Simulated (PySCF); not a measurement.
C2H7Bi. Atoms are numbered in the order given.

```xyz
10

Bi     0.0015    -0.4711     0.0000
H     -1.2268    -0.1398     1.2736
H     -1.2268    -0.1398    -1.2736
C      0.6993     1.7096     0.0000
C     -0.4090     2.7429     0.0000
H      1.3473     1.8019     0.8860
H      1.3473     1.8019    -0.8860
H     -1.0551     2.6461    -0.8861
H     -1.0551     2.6461     0.8861
H      0.0005     3.7684     0.0000
```

The structure is a stationary point at PBE0-D3(BJ)/def2-SVP. The def2 effective core potentials stand for the cores of Bi; spin–orbit coupling is left out.

All values below come from r2SCAN/def2-TZVPD (PySCF).

Mulliken values depend strongly on the basis, most of all with diffuse functions as here. ESP charges are fitted to the potential on shells at 1.4 to 2.0 van der Waals radii. Atomic charges (e):

| atom | Mulliken | ESP fit |
|---|---|---|
| Bi1 | 0.30 | (withheld) |
| H2 | -0.08 | -0.06 |
| H3 | -0.08 | -0.06 |
| C4 | -0.56 | 0.09 |
| C5 | -0.54 | -0.33 |
| H6 | 0.20 | (withheld) |
| H7 | 0.20 | (withheld) |
| H8 | 0.18 | (withheld) |
| H9 | 0.18 | (withheld) |
| H10 | 0.17 | (withheld) |

**Question.** Complete the blanks. (An estimate is asked for; the answer gives what the named calculation found.)

**Answer.** 
- Bi1, ESP fit: 0.08
- H6, ESP fit: 0.02
- H7, ESP fit: 0.02
- H8, ESP fit: 0.09
- H9, ESP fit: 0.09
- H10, ESP fit: 0.08
